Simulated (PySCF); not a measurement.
**Quadrupolar nuclei of `CCCS[SiH2]C1=CC[C@@H]1F` in NMR**

C₇H₁₃FSSi.
Cartesian coordinates in Å at the GFN2-xTB level; atoms count from 1:
```xyz
23
C7H13FSSi angstrom
C     -3.2245    0.2415   -0.9158
C     -3.3964   -0.8351    0.1465
C     -2.2931   -0.8180    1.1934
S     -0.6582   -1.2801    0.5007
Si     0.3443    0.6138    0.4491
C      2.1049    0.2182   -0.0022
C      2.8876   -0.8656   -0.0815
C      4.1411   -0.1107   -0.4183
C      3.2335    1.1418   -0.4018
F      3.5754    2.1040    0.5165
H     -4.0575    0.2190   -1.6142
H     -2.3065    0.0753   -1.4743
H     -3.1832    1.2285   -0.4585
H     -4.3504   -0.6927    0.6614
H     -3.4126   -1.8171   -0.3295
H     -2.2033    0.1644    1.6540
H     -2.4968   -1.5570    1.9682
H      0.2266    1.2130    1.7773
H     -0.2560    1.4882   -0.5598
H      2.7004   -1.9170    0.0339
H      4.8924   -0.1002    0.3698
H      4.6149   -0.3424   -1.3717
H      3.1128    1.6551   -1.3600
```

Computed at PBE0/pcSseg-1 (PySCF, non-relativistic):

| atom | environment | nucleus | spin I | Q (b) | CQ = χzz (MHz) | η |
| --- | --- | --- | --- | --- | --- | --- |
| S4 | sulfur bonded to C and Si | 33S | 3/2 | -0.0678 | 35.568 | 0.843 |

Q: Recover the principal values of the field gradient from CQ = 234.96 MHz × Q × Vzz, η = (Vxx − Vyy)/Vzz and a zero trace.

A: The tensor is traceless, so η fixes the two smaller values:

```tsv
atom	Vxx (au)	Vyy (au)	Vzz (au)	Vzz (10²¹ V/m²)
S4	0.176	2.057	-2.233	-21.70
```

Q: PQ = |CQ|√(1 + η²/3), νQ = 3|CQ|/[2I(2I − 1)], ν0 = |g|·7.62259 MHz/T·B with g(33S) = 0.42921: values at 16.45 T?

A: 
```
atom  PQ (MHz)  νQ (MHz)  ν0 (MHz)  νQ/ν0
  S4     39.55     17.78     53.82  0.330
```

For S4: PQ = 35.57 × 1.1120, νQ = 35.57 × 0.5000, ν0 = 3.2717 MHz/T × 16.45 T.

For S4 νQ isn't small against ν0, so the high-field expansions of solid-state NMR fail there at this field.

Solvent, lattice and vibrations would change these gradients. Isolated species at its GFN2-xTB geometry (one conformer only). GFN2-xTB bond lengths can be off by several hundredths of an ångström, more for odd bonds, and the gradients follow them. With so small a basis the couplings can be 20 % off.
